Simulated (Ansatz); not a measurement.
Species: tribromo(fluoro)silane, sum formula SiBr3F, charge 0, multiplicity 1. 
Geometry from a B3LYP-D3(BJ)/def2-TZVP (Ansatz, an electronic-structure program) optimisation:
SMILES: Br[Si](Br)(Br)F
```xyz
5

Si     0.0142     0.0186     0.4443
F      0.0649     0.0847     2.0267
Br     1.9353    -0.7822    -0.2629
Br    -1.6458    -1.3045    -0.1264
Br    -0.3119     2.0575    -0.3096
```

Total electronic energies in hartree. Correlated levels leave the core frozen unless marked. No spin-orbit coupling. Frozen are the shells of the preceding noble gas and the d and f shells that filled before the atom's block. No relativistic terms. CBS(X,Y): correlation extrapolated as X^-3; Hartree-Fock from the larger set. [CCSD(T)-MP2]/basis is that difference in the basis named.

```
level                                                                 program  energy (Eh)
-------------------------------------------------------------  --------------  -----------
HSE06/def2-TZVPD                                                       Ansatz  -8110.97372
CAM-B3LYP/def2-TZVPD                                                   Ansatz  -8112.43631
LC-wPBE-D3(BJ)/def2-TZVPD                                      Ansatz + dftd3  -8110.87115
B2PLYP/def2-TZVPD                                                      Ansatz  -8110.65498
MP2/def2-TZVPP                                                         Ansatz  -8106.73697
RI-MP2/def2-QZVPPD                                                     Ansatz  -8106.98824
CCSD(T)/def2-TZVPP                                                     Ansatz  -8106.81063
RI-MP2/CBS(def2-TZVPP,def2-QZVPP)+[CCSD(T)-MP2]/def2-TZVPP             Ansatz   -8107.1250
RI-MP2/CBS(def2-TZVPPD,def2-QZVPPD)+[CCSD(T)-MP2]/def2-TZVPPD          Ansatz   -8107.1245
```

Totals of different functionals don't rank their quality; only differences between species are comparable.
